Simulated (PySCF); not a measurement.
COS, charge +1, doublet, at a GFN2-xTB geometry (a state made from the parent by changing its charge; the spin is typed, not shown lowest); CCSD(T)/6-311G** in PySCF.

Here is a job for PySCF.
```python
from pyscf import gto, scf, cc

mol = gto.M(
    atom='''
O    -0.00000000   -0.00000000   -1.68366881
C    -0.00000000   -0.00000000   -0.55245407
S     0.00000000    0.00000000    1.04900468
''',
    basis='6-311g**',
    charge=1,
    spin=1,
    verbose=4,
)

mf = scf.UHF(mol)
mf.kernel()

mycc = cc.CCSD(mf)
mycc.kernel()
et = mycc.ccsd_t()
print('E(CCSD(T)) = %.10f' % (mycc.e_tot + et))
```

Q: Write the output that PySCF gives for this input, abridged.

A: 
```
PySCF version 2.14.0

[INPUT] verbose = 4
[INPUT] num. atoms = 3
[INPUT] num. electrons = 29
[INPUT] charge = 1
[INPUT] spin (= nelec alpha-beta = 2S) = 1
[INPUT] symmetry False subgroup None
[INPUT] Mole.unit = angstrom
[INPUT] Symbol           X                Y                Z      unit          X                Y                Z       unit  Magmom
[INPUT]  1 O      0.000000000000   0.000000000000  -1.683668810000 AA    0.000000000000   0.000000000000  -3.181672935372 Bohr   0.0
[INPUT]  2 C      0.000000000000   0.000000000000  -0.552454070000 AA    0.000000000000   0.000000000000  -1.043986888701 Bohr   0.0
[INPUT]  3 S      0.000000000000   0.000000000000   1.049004680000 AA    0.000000000000   0.000000000000   1.982331548587 Bohr   0.0

nuclear repulsion = 78.9628626377604
number of shells = 28
number of NR pGTOs = 107
number of NR cGTOs = 62
basis = 6-311g**
ecp = {}

******** <class 'pyscf.scf.uhf.UHF'> ********
method = UHF
initial guess = minao
damping factor = 0
level_shift factor = 0
DIIS = <class 'pyscf.scf.diis.CDIIS'>
diis_start_cycle = 1
diis_space = 8
diis_damp = 0
SCF conv_tol = 1e-09
SCF conv_tol_grad = None
SCF max_cycles = 50
direct_scf = True
direct_scf_tol = 1e-13
number electrons alpha = 15  beta = 14
Set gradient conv threshold to 3.16228e-05
init E= -510.809519787719

cycle= 1 E= -509.766738586368  delta_E= 1.04  |g|= 0.558  |ddm|= 1.24
cycle= 2 E= -509.853949149663  delta_E= -0.0872  |g|= 0.482  |ddm|= 0.605
cycle= 3 E= -509.937881445506  delta_E= -0.0839  |g|= 0.0771  |ddm|= 0.247
cycle= 4 E= -509.940974085989  delta_E= -0.00309  |g|= 0.0271  |ddm|= 0.0604
cycle= 5 E= -509.941901582967  delta_E= -0.000927  |g|= 0.0139  |ddm|= 0.0395
cycle= 6 E= -509.942297383571  delta_E= -0.000396  |g|= 0.0106  |ddm|= 0.0183
cycle= 7 E= -509.942638251092  delta_E= -0.000341  |g|= 0.00854  |ddm|= 0.0172
cycle= 8 E= -509.94306661261  delta_E= -0.000428  |g|= 0.00643  |ddm|= 0.0247
cycle= 9 E= -509.943515789905  delta_E= -0.000449  |g|= 0.00247  |ddm|= 0.0471
cycle= 10 E= -509.943551750866  delta_E= -3.6e-05  |g|= 0.000928  |ddm|= 0.014
cycle= 11 E= -509.943554910152  delta_E= -3.16e-06  |g|= 0.000532  |ddm|= 0.00324
cycle= 12 E= -509.943556074507  delta_E= -1.16e-06  |g|= 0.000295  |ddm|= 0.00236
cycle= 13 E= -509.943556387765  delta_E= -3.13e-07  |g|= 0.000184  |ddm|= 0.000999
cycle= 14 E= -509.943556539987  delta_E= -1.52e-07  |g|= 8.92e-05  |ddm|= 0.0009
cycle= 15 E= -509.943556570117  delta_E= -3.01e-08  |g|= 3.17e-05  |ddm|= 0.000384
cycle= 16 E= -509.943556572375  delta_E= -2.26e-09  |g|= 1.35e-05  |ddm|= 7.46e-05
cycle= 17 E= -509.943556572849  delta_E= -4.73e-10  |g|= 7.04e-06  |ddm|= 3.46e-05
Extra cycle  E= -509.943556572926  delta_E= -7.76e-11  |g|= 4.87e-06  |ddm|= 8.59e-06
converged SCF energy = -509.943556572926  <S^2> = 0.84202897  2S+1 = 2.0900038

******** <class 'pyscf.cc.uccsd.UCCSD'> ********
CC2 = 0
CCSD nocc = (np.int64(15), np.int64(14)), nmo = (62, 62)
max_cycle = 50
direct = 0
conv_tol = 1e-07
conv_tol_normt = 1e-06
diis_space = 6
diis_start_cycle = 0
diis_start_energy_diff = 1e+09
Init t2, MP2 energy = -0.572106570808639
Init E_corr(UCCSD) = -0.572106570833419
cycle = 1  E_corr(UCCSD) = -0.566372216078759  dE = 0.00573435475  norm(t1,t2) = 0.117154
cycle = 2  E_corr(UCCSD) = -0.586644910101459  dE = -0.020272694  norm(t1,t2) = 0.0426765
cycle = 3  E_corr(UCCSD) = -0.586197462275023  dE = 0.000447447826  norm(t1,t2) = 0.0283748
cycle = 4  E_corr(UCCSD) = -0.591018737711484  dE = -0.00482127544  norm(t1,t2) = 0.0162971
cycle = 5  E_corr(UCCSD) = -0.591355706704721  dE = -0.000336968993  norm(t1,t2) = 0.0047075
cycle = 6  E_corr(UCCSD) = -0.591106645841874  dE = 0.000249060863  norm(t1,t2) = 0.00235876
cycle = 7  E_corr(UCCSD) = -0.591144923001925  dE = -3.82771601e-05  norm(t1,t2) = 0.000905498
cycle = 8  E_corr(UCCSD) = -0.591203745587206  dE = -5.88225853e-05  norm(t1,t2) = 0.000403769
cycle = 9  E_corr(UCCSD) = -0.591193806535597  dE = 9.93905161e-06  norm(t1,t2) = 0.000219281
cycle = 10  E_corr(UCCSD) = -0.591199221205502  dE = -5.41466991e-06  norm(t1,t2) = 0.00010085
cycle = 11  E_corr(UCCSD) = -0.591194550884094  dE = 4.67032141e-06  norm(t1,t2) = 3.81723e-05
cycle = 12  E_corr(UCCSD) = -0.591194372216601  dE = 1.78667493e-07  norm(t1,t2) = 1.73397e-05
cycle = 13  E_corr(UCCSD) = -0.591194220269041  dE = 1.5194756e-07  norm(t1,t2) = 7.59661e-06
cycle = 14  E_corr(UCCSD) = -0.591193672680758  dE = 5.47588283e-07  norm(t1,t2) = 4.14896e-06
cycle = 15  E_corr(UCCSD) = -0.591193529591656  dE = 1.43089102e-07  norm(t1,t2) = 2.19724e-06
cycle = 16  E_corr(UCCSD) = -0.591193530109718  dE = -5.18061483e-10  norm(t1,t2) = 6.64703e-07
UCCSD converged
E(UCCSD) = -510.5347501030361  E_corr = -0.5911935301097175
UCCSD(T) correction = -0.0211195432000835
E(CCSD(T)) = -510.5558696462
```
